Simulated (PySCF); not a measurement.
**Electron correlation in Ar²⁺ (argon, charge +2)**

[Ne] 3s2 3p4, high-spin 3P determinant. All numbers are calculated (PySCF 2.14, scalar relativity by spin-free X2C-1e, in aug-cc-pCVTZ-DK). Frozen: [Ne]; 6 electrons correlated.

```
  level  correlation energy (mhartree)
   CCSD                        -160.22
    (T)                          -4.28
CCSD(T)                        -164.50
```

Diagnostics: T1 = 0.0080, D1 = 0.0257, largest double amplitude 0.045.

Cost of the coupled-cluster step: of the order of 10 core-seconds, for 6 correlated electrons.
